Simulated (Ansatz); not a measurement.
C3H6FGaO (`C[C]1(F)C[O][GaH]1`). The species carries charge 0 and has multiplicity 1. The structure was optimised at the PBE0-D4/def2-TZVP level.

```xyz
12

C     1.031    0.509   -1.005
C    -0.267    0.041   -0.411
F    -1.293    0.360   -1.303
C    -0.584    0.557    1.007
O    -0.703   -0.602    1.828
Ga   -0.460   -1.776    0.455
H     1.863    0.283   -0.334
H     1.006    1.593   -1.163
H     1.222    0.028   -1.966
H    -1.520    1.126    0.988
H     0.212    1.208    1.389
H    -0.508   -3.326    0.515
```

Question: What is the dipole moment at r2SCAN/def2-TZVPP? (An estimate is asked.)

Answer: The calculation gave: 2.01 D, with components (1.58, -0.75, -1.01) D in this frame, pointing from negative to positive charge.

Question: And with PBE, B3LYP, ωB97M-V? (Best estimate.)

Answer: The calculation gave: PBE 1.92 D, B3LYP 2.12 D, ωB97M-V 2.20 D.

Question: Give the Mulliken charges with r2SCAN, B3LYP, PBE in def2-TZVPP. (Estimate.)

Answer: Computed: 
```
atom  r2SCAN  B3LYP    PBE
  C1   -0.14  -0.26  -0.26
  C2    0.09   0.14   0.11
  F3   -0.25  -0.25  -0.21
  C4    0.20   0.08   0.08
  O5   -0.45  -0.44  -0.36
 Ga6    0.33   0.32   0.24
  H7    0.04   0.08   0.08
  H8    0.05   0.09   0.09
  H9    0.06   0.10   0.10
 H10    0.04   0.08   0.07
 H11    0.01   0.06   0.05
 H12    0.02   0.02   0.03
```

B3LYP here is the variant with VWN-RPA as its local correlation; programs differ in this.
